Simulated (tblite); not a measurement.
Compound: C5H14OSeSi.
Atom-mapped SMILES: `[CH3:1][CH2:2][CH2:3][C@H:4]([CH2:5][SeH:6])[O:7][SiH3:8]` (hydrogens: H9, H10, H11 on C1; H12, H13 on C2; H14, H15 on C3; H16 on C4; H17, H18 on C5; H19 on Se6; H20, H21, H22 on Si8)

Computed with GFN2-xTB (tblite), gas phase: L-BFGS steps from a force-field or distance-geometry start until the largest atomic force falls under 0.01 eV/Å.

The end geometry, which sets the zero of energy:
```
atom  x, y, z in Å
C1      3.0531   -0.2698    0.2185
C2      1.7826    0.1435   -0.5145
C3      0.5360   -0.2487    0.2728
C4     -0.7679    0.1755   -0.4055
C5     -1.0522    1.6609   -0.2332
Se6    -1.8621    1.8485    1.5571
O7     -1.8582   -0.4917    0.1797
Si8    -2.4692   -1.9477   -0.2077
H9      3.9323    0.0040   -0.3596
H10     3.0681   -1.3449    0.3814
H11     3.1105    0.2227    1.1862
H12     1.7988    1.2232   -0.6772
H13     1.7543   -0.3363   -1.4961
H14     0.5629    0.1933    1.2724
H15     0.5126   -1.3337    0.3940
H16    -0.7157   -0.0713   -1.4769
H17    -0.1518    2.2698   -0.2875
H18    -1.7832    2.0094   -0.9643
H19    -1.5424    3.2659    1.6704
H20    -2.7583   -1.9787   -1.6460
H21    -3.6417   -1.9486    0.6466
H22    -1.5190   -3.0259    0.0879
```

Question: These geometries come from the run, each turned onto the end geometry. Order them by energy, lowest first.
A.
```
atom  x, y, z in Å
C1      3.0466   -0.2449    0.2600
C2      1.7860    0.1030   -0.5222
C3      0.5323   -0.2512    0.2715
C4     -0.7665    0.1755   -0.4157
C5     -1.0480    1.6614   -0.2430
Se6    -1.8647    1.8507    1.5450
O7     -1.8579   -0.4935    0.1675
Si8    -2.4791   -1.9406   -0.2356
H9      3.9325   -0.0135   -0.3253
H10     3.0597   -1.3039    0.5067
H11     3.0896    0.3246    1.1852
H12     1.7907    1.1691   -0.7595
H13     1.7803   -0.4434   -1.4686
H14     0.5657    0.2150    1.2599
H15     0.4943   -1.3328    0.4193
H16    -0.7049   -0.0667   -1.4873
H17    -0.1448    2.2663   -0.2854
H18    -1.7725    2.0126   -0.9787
H19    -1.5094    3.2600    1.6892
H20    -2.9868   -1.8807   -1.6106
H21    -3.4976   -2.0600    0.7920
H22    -1.4560   -2.9877   -0.1659
```
B.
```
atom  x, y, z in Å
C1      3.0930   -0.2205    0.2690
C2      1.8174    0.0953   -0.5032
C3      0.5747   -0.2594    0.3084
C4     -0.7349    0.1311   -0.3780
C5     -1.0318    1.6183   -0.2447
Se6    -1.8862    1.8438    1.5214
O7     -1.8040   -0.5393    0.2430
Si8    -2.5474   -1.8966   -0.2545
H9      3.9693    0.0236   -0.3273
H10     3.1294   -1.2798    0.5147
H11     3.1356    0.3535    1.1929
H12     1.8081    1.1552   -0.7656
H13     1.8096   -0.4741   -1.4364
H14     0.6054    0.2268    1.2875
H15     0.5538   -1.3384    0.4739
H16    -0.6842   -0.1487   -1.4404
H17    -0.1314    2.2307   -0.2816
H18    -1.7448    1.9485   -1.0027
H19    -1.7044    3.2894    1.5345
H20    -3.2818   -1.6496   -1.5007
H21    -3.3955   -2.1382    0.8947
H22    -1.5606   -2.9524   -0.5063
```
C.
```
atom  x, y, z in Å
C1      3.1607   -0.1671    0.3259
C2      1.8389    0.1539   -0.3620
C3      0.6309   -0.3124    0.4414
C4     -0.6922   -0.0246   -0.2703
C5     -1.0880    1.4468   -0.2814
Se6    -0.9649    2.2730    1.5114
O7     -1.7131   -0.7598    0.3453
Si8    -2.6945   -1.8283   -0.3765
H9      3.9883    0.2171   -0.2663
H10     3.2863   -1.2404    0.4561
H11     3.2114    0.3014    1.3057
H12     1.7788    1.2312   -0.5268
H13     1.8168   -0.3304   -1.3410
H14     0.6087    0.1757    1.4211
H15     0.6932   -1.3883    0.6242
H16    -0.5944   -0.3324   -1.3228
H17    -0.4662    2.0296   -0.9637
H18    -2.1341    1.5267   -0.5824
H19    -1.8109    3.3924    1.1525
H20    -3.6191   -1.1714   -1.3036
H21    -3.3160   -2.3980    0.7983
H22    -1.9312   -2.7755   -1.1865
```
D.
```
atom  x, y, z in Å
C1      3.1640   -0.1435    0.3503
C2      1.8933    0.2498   -0.3990
C3      0.6687   -0.3048    0.3234
C4     -0.6785   -0.0450   -0.3533
C5     -1.1041    1.4123   -0.3281
Se6    -1.4204    1.9639    1.5378
O7     -1.6482   -0.7851    0.3400
Si8    -2.7454   -1.8108   -0.2690
H9      4.0497    0.1763   -0.1947
H10     3.1987   -1.2236    0.4850
H11     3.1821    0.3222    1.3333
H12     1.8328    1.3385   -0.4594
H13     1.9291   -0.1407   -1.4206
H14     0.6274    0.0957    1.3417
H15     0.7658   -1.3891    0.4050
H16    -0.6253   -0.3773   -1.4026
H17    -0.3425    2.0532   -0.7675
H18    -2.0530    1.5316   -0.8513
H19    -1.6223    3.3583    1.1811
H20    -3.6550   -1.1343   -1.2018
H21    -3.3420   -2.2471    0.9762
H22    -2.0854   -2.8810   -1.0280
```
E.
```
atom  x, y, z in Å
C1      3.1716   -0.1410    0.3118
C2      1.8757    0.2209   -0.4051
C3      0.6576   -0.2922    0.3571
C4     -0.6747   -0.0360   -0.3492
C5     -1.0779    1.4308   -0.3598
Se6    -1.7300    1.8523    1.4550
O7     -1.6819   -0.7276    0.3472
Si8    -2.7438   -1.8032   -0.2486
H9      4.0263    0.2793   -0.2132
H10     3.2945   -1.2206    0.3610
H11     3.1649    0.2493    1.3269
H12     1.8199    1.3061   -0.5095
H13     1.8828   -0.2087   -1.4100
H14     0.6110    0.1689    1.3469
H15     0.7452   -1.3719    0.4999
H16    -0.6086   -0.3993   -1.3852
H17    -0.2486    2.0905   -0.6077
H18    -1.9058    1.5941   -1.0519
H19    -1.5291    3.2870    1.3085
H20    -3.6525   -1.1690   -1.2111
H21    -3.3880   -2.2210    0.9834
H22    -2.0188   -2.8692   -0.9479
```

Answer: A (0.005 eV), B (0.013 eV), E (0.031 eV), D (0.058 eV), C (0.108 eV).

In the order of the answer:

```
step  E above end (eV)  largest force (eV/Å)  rms force component (eV/Å)  rms distance from end (Å)  rms bond change (Å)  bond most changed (Å)
 183             0.005                  0.05                       0.015                      0.106                0.001         Se6–H19 +0.003
 160             0.013                  0.05                       0.016                      0.226                0.001         Si8–H21 -0.002
 105             0.031                  0.02                       0.007                      0.460                0.001         Se6–H19 -0.001
  52             0.058                  0.09                       0.030                      0.507                0.002          O7–Si8 -0.005
  23             0.108                  0.13                       0.041                      0.564                0.003         Se6–H19 -0.009
```

The cost below is that of the whole relaxation. On Arm Neoverse V1, one thread, no GPU, on a shared host, this took 2.1 s wall.
